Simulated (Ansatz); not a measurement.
Coupled-cluster diagnostics for Mg5Zn⁻, Ansatz.

Geometry of the doublet (PBE/def2-SVPD):

```xyz
6

Mg    0.182    0.077   -1.428
Mg   -0.713   -2.504    0.106
Mg    2.195   -1.441    0.433
Mg   -0.800    2.546    0.249
Mg   -2.572   -0.004    0.045
Zn    1.708    1.326    0.596
```

Correlated methods freeze 14 core orbitals; core or outer-core shells of Mg are correlated, in sets that lack core-valence functions. In CCSD on the charge -1 doublet the largest single amplitude is 0.19, so its Hartree–Fock determinant may place the open shell otherwise than the density functionals do. The structure comes from a short search, and lower isomers may exist.

Task: Estimate the CCSD(T) correlation energy, the shares of MP2 and (T), T1 and the reference's ⟨S²⟩ for: charge -1, doublet, own geometry in def2-SVPD; and the rough time on 4 threads of INTEL XEON PLATINUM 8581C on a shared host.

Result: 
```json
{"state": "charge -1, doublet, own geometry", "basis": "def2-SVPD", "correlation (eV)": "-15.658", "MP2 share (%)": "87.7", "(T) share (%)": "6.8", "T1": "0.055", "⟨S²⟩ (pure)": "2.09 (0.75)", "wall time": "2.6 min", "remarks": "large T1 (0.055), spin-contaminated (⟨S²⟩ 2.09)"}
```
Customary marks for T1 are 0.02 (closed shells), 0.045 (open shells) and about 0.05 (3d metals). T1 exceeds 0.02 in 1 of 1 rows and 0.045 in 1; the higher it lies, the less the single-reference result can be trusted.
